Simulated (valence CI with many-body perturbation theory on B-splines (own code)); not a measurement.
Results of a calculation; reference values are marked as such.
## Basis-set convergence for Cr¹⁷⁺

Method: configuration interaction combined with many-body perturbation theory (CI+MBPT): five valence electrons over a frozen Dirac-Fock core [He], a basis of 9 s, 9 p, 8 d, 6 f, 3 g, 1 h functions for each j, with the one-electron correlation potential Σ1, the two-electron term Σ2, the three-electron term Σ3, Breit, model QED; selected CI, second order for the rest, scaled by the run's own slope (own B-spline code, finite nucleus).

No measured levels were compared; by estimate levels of excited configurations hold to 0.05 to 0.15 % of their energy, terms of the ground configuration to about 0.5 %. Among the levels kept, up to 3800 cm⁻¹ of a level comes from second order outside the variational space, and about a tenth of that is noise between levels of different J, which matters for small intervals.

The reference run has the lowest level 2s2.2p3 4S°_3/2 and an ionisation energy of 1293.96 eV. Its largest variational space holds 27112 state functions.

Changed runs:
A. basis 6 s, 6 p, 5 d, 3 f, 1 g
B. basis 5 s, 5 p, 4 d, 2 f

Excitation energies of the reference run in cm⁻¹, and shifts in cm⁻¹:

```csv
Level,Reference,A,B
2s2.2p3 2D°_3/2,126406,+229,+709
2s2.2p3 2D°_5/2,151144,+250,+729
2s2.2p3 2P°_1/2,226690,+264,+834
2s2.2p3 2P°_3/2,265026,+246,+775
2s.2p4 4P_5/2,667558,+83,+239
2s.2p4 4P_3/2,714614,+69,+218
2s.2p4 4P_1/2,732280,+63,+226
2s.2p4 2D_3/2,923369,+340,+1049
2s.2p4 2D_5/2,931808,+348,+1049
2s.2p4 2S_1/2,1062910,+392,+1282
2s.2p4 2P_3/2,1104230,+386,+1207
2s.2p4 2P_1/2,1171190,+366,+1201
Ionisation energy (eV),1293.96,-0.021,-0.07
```
